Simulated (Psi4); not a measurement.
water (H2O), singlet, geometry from GFN2-xTB. Base run: CCSD(T)/pcseg-1 run with Psi4.

Here is a job for Psi4.
```
memory 2 GB

molecule {
0 1
  O     0.00956971    0.00206403    0.11338892
  H    -0.05579359    0.76362201   -0.46612807
  H    -0.02076411   -0.78013425   -0.44098332
}

set basis pcseg-1

energy('ccsd(t)')
print_variables()
```

Variants of this job, named by their change:

| change | ΔE vs base (kcal/mol) | MP2 correlation (Eh) | basis functions |
|---|---|---|---|
| base | 0.000 | -0.20481 | 24 |
| method = mp2.5 | … | -0.20475 | 24 |
| method = mp2 | 6.78 | -0.20475 | 24 |
| method = cisd | 7.02 | -0.20481 | 24 |
| method = dlpno-mp2 | 6.79 | -0.20472 | 24 |
| scf_type = pk; mp2_type = conv | 0.000 | -0.20481 | 24 |
| method = omp2 | 6.26 | -0.20475 | 24 |
| method = mp4 | 0.170 | -0.20481 | 24 |
| method = lccd | 0.315 | -0.20481 | 24 |
| method = fno-ccsd(t) | 0.000 | -0.20481 | 24 |

Q: Fill in the missing entries.

A: 
- method = mp2.5, ΔE vs base (kcal/mol): 5.13
